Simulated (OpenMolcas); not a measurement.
Li: effect of the IPEA shift

- Program: OpenMolcas
- Basis: ANO-RCC-VTZP [4s3p2d1f]
- Scalar Hamiltonian: DKH2, point nucleus
- Active space: 1 electron in 4 orbitals (2s 2p)
- State averaging: 2S+1 = 2 even, 1 root; 2S+1 = 2 odd, 3 roots
- Spin-orbit coupling: state interaction with AMFI integrals over the reference wave functions, term energies averaged over their components

Methods on the same reference wave functions:
A. CASSCF
B. SS-CASPT2, IPEA 0 Eh, imaginary shift 0.1 Eh (closed shells correlated: 1s)
C. SS-CASPT2, IPEA 0.25 Eh, imaginary shift 0.1 Eh (closed shells correlated: 1s)

Energies in cm⁻¹ above 2s ²S_1/2, the measured ground level; measured values from NIST Handbook of Basic Atomic Spectroscopic Data.

| Level | A | B | C | Measured |
| --- | --- | --- | --- | --- |
| 2s ²S_1/2 | 0.0 | 0.0 | 0.0 | 0.0 |
| 2p ²P°_1/2 | 14851 | 14873 | 14869 | 14904 |
| 2p ²P°_3/2 | 14851 | 14873 | 14869 | 14904 |

Deviations, from unrounded energies. A percentage is the sum of absolute deviations over the sum of measured energies, with the sign that they share, or ± where signs differ.

| Against measurement | Levels | A | B | C |
| --- | --- | --- | --- | --- |
| mean absolute deviation (cm-1) | 2 | 53 | 31 | 35 |
| other configurations (%) | 2 | -0.4 | -0.2 | -0.2 |

B, C lie about equally close to measurement and A furthest from it. The largest miss of B in the table is 2p ²P°_3/2, by -31 cm-1. The ranking rests on the paired levels alone, and a cruder setting can come out closer through cancelling errors.

Between B and C no level of the table moves by more than 5 cm-1.

The lowest spin-free term lies below A's lowest term by 0.031 hartree in B, 0.031 hartree in C.

ANO sets are built for ground and valence states and can reach diffuse excited orbitals poorly. With one active electron the reference holds no correlation, so core polarisation is missing (holds for A). With one active electron, CASPT2 adds the correlation within the correlated inactive shells and between them and that electron, and leaves the splitting within a term as the reference gives it (holds for B; C). Measured partners are found by configuration, term and J. A level has none where our copy of the source lacks it or the pairing is in doubt (some pairs that miss far off the trend of their configuration count as doubtful), and it then counts in no deviation. Only configurations of the active space appear.

° marks odd parity.
